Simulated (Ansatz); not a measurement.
Relaxation of C₃H₁₁ClSi₂ (17 atoms, charge 0, multiplicity 1), to a largest force component of 0.015 eV/Å in at most 40 steps.

Method: RKS PBE-D4/STO-3G (Ansatz).

```xyz
17
Properties=species:S:1:pos:R:3
C -0.839 -0.817 -1.512
Si 0.378 -0.537 -0.180
C 0.040 1.007 0.814
Si -1.347 0.739 1.869
C 2.098 -0.511 -0.922
Cl 3.306 -0.424 0.390
H -1.857 -0.943 -1.103
H -0.595 -1.619 -2.152
H -0.939 0.124 -2.131
H 0.329 -1.720 0.738
H 0.932 1.217 1.480
H -0.046 1.877 0.185
H -1.744 1.971 2.661
H -1.244 -0.388 2.834
H -2.621 0.444 1.042
H 2.295 -1.478 -1.466
H 2.252 0.310 -1.570
```

Where does it end, and by what steps?

The forces met the threshold. The force dipped under the threshold on the way, but the program's further checks kept it going. Limits of this set-up: minimal basis. After 9 steps the energy has fallen by 0.764 eV; Cl6 moved furthest, 0.24 Å.

| step | energy less start (eV) | largest force component (eV/Å) | accepted |
| --- | --- | --- | --- |
| 0 | 0.0000 | 5.439 | yes |
| 1 | -0.6935 | 1.245 | yes |
| 2 | -0.7564 | 0.194 | yes |
| 3 | -0.7612 | 0.046 | yes |
| 4 | -0.7623 | 0.046 | yes |
| 5 | -0.7626 | 0.052 | yes |
| 6 | -0.7632 | 0.014 | yes |
| 7 | -0.7634 | 0.008 | yes |
| 8 | -0.7636 | 0.011 | yes |
| 9 | -0.7637 | 0.009 | yes |

```xyz
17
Properties=species:S:1:pos:R:3
C -0.866 -0.822 -1.528
Si 0.399 -0.634 -0.147
C 0.068 0.893 0.896
Si -1.505 0.814 1.925
C 2.111 -0.492 -0.956
Cl 3.441 -0.237 0.318
H -1.885 -0.917 -1.117
H -0.664 -1.720 -2.135
H -0.857 0.051 -2.202
H 0.401 -1.832 0.684
H 0.932 1.044 1.566
H 0.027 1.777 0.237
H -1.681 2.039 2.691
H -1.446 -0.311 2.847
H -2.664 0.637 1.061
H 2.397 -1.406 -1.515
H 2.187 0.371 -1.649
```

The run took 19 s on 1 thread of AMD EPYC 9R45 96-Core Processor (Zen 5) (shared host), peak memory 0.17 GiB.
